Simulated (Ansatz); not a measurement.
```yaml
atoms:
  - { symbol: P, position_ang: [0.0000, 0.0000, 0.0000] }
  - { symbol: S, position_ang: [2.8866, 0.0000, 1.0506] }
  - { symbol: S, position_ang: [-1.4433, 2.4999, 1.0506] }
  - { symbol: S, position_ang: [-1.4433, -2.4999, 1.0506] }
```

Basis set: pcseg-2 (spherical functions). Charge 0, multiplicity 4.

Computed with Ansatz (development build ahead of 0.2.0); each method stands on the lowest determinant of its kind that the runs found.

The atomization energy at this shape (free ground-state atoms in the same class of orbitals less the molecule, no zero-point energy) of quartet PS3:

```csv
method,atomization energy
ROHF,-4.78 eV
```

(1) What does UHF give?

Answers

(1) 0.11 eV. Caution: other spin multiplicities may lie lower; the shape is not the minimum. Caution for UHF: the unrestricted determinant is a mixture of spin states. Caution for ROHF: an unrestricted determinant lies well below; the molecule lies well above its atoms at this level.
